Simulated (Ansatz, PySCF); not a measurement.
Molecule: thiophen-3-ylsilane, C4H6SSi, charge 0, multiplicity 1. SMILES: c1cscc1[SiH3]
Geometry from a B3LYP-D3(BJ)/def2-TZVP (Ansatz, a quantum-chemistry and plane-wave program) optimisation:
```xyz
12

Si     2.3513    -0.3340     0.3570
C      0.5144    -0.1307     0.1386
C     -0.4977    -0.8308     0.8716
C     -1.7652    -0.4868     0.5069
S     -1.7627     0.6982    -0.7382
C     -0.0460     0.7320    -0.7693
H      2.7605     0.0025     1.7421
H      2.7649    -1.7329     0.0905
H      3.0466     0.5686    -0.5895
H     -0.2868    -1.5616     1.6401
H     -2.6960    -0.8625     0.8993
H      0.4635     1.3879    -1.4571
```
Charge 0, spin multiplicity 1.

Unscaled harmonic wavenumbers (cm⁻¹) in rising order, each level at the stationary point that it reaches from this structure (no distance between atoms moves by over 0.3 Å); the order of modes can differ between levels, and a negative number is imaginary. B3LYP-D3(BJ)/def2-TZVP (PySCF, at the structure above): 75, 157, 189, 401, 467, 568, 642, 660, 697, 711, 804, 813, 863, 902, 911, 948, 950, 967, 1114, 1133, 1234, 1375, 1417, 1529, 2218, 2221, 2232, 3195, 3237, 3247.

HF/3-21G (Ansatz): 90, 184, 213, 414, 476, 616, 658, 688, 772, 779, 844, 878, 982, 991, 1009, 1018, 1040, 1129, 1170, 1240, 1350, 1477, 1615, 1718, 2268, 2279, 2287, 3389, 3447, 3461. Zero-point energy 55.0 against 51.3 kcal/mol; where all levels lie over 400 cm⁻¹, the wavenumbers are on average 1.076 times those of B3LYP-D3(BJ)/def2-TZVP.

HF/6-31G* (Ansatz): 94, 171, 205, 417, 487, 609, 679, 717, 764, 817, 871, 912, 924, 972, 1030, 1040, 1042, 1058, 1203, 1227, 1355, 1500, 1589, 1718, 2367, 2377, 2384, 3385, 3430, 3441. Zero-point energy 55.4 against 51.3 kcal/mol; where all levels lie over 400 cm⁻¹, the wavenumbers are on average 1.085 times those of B3LYP-D3(BJ)/def2-TZVP.
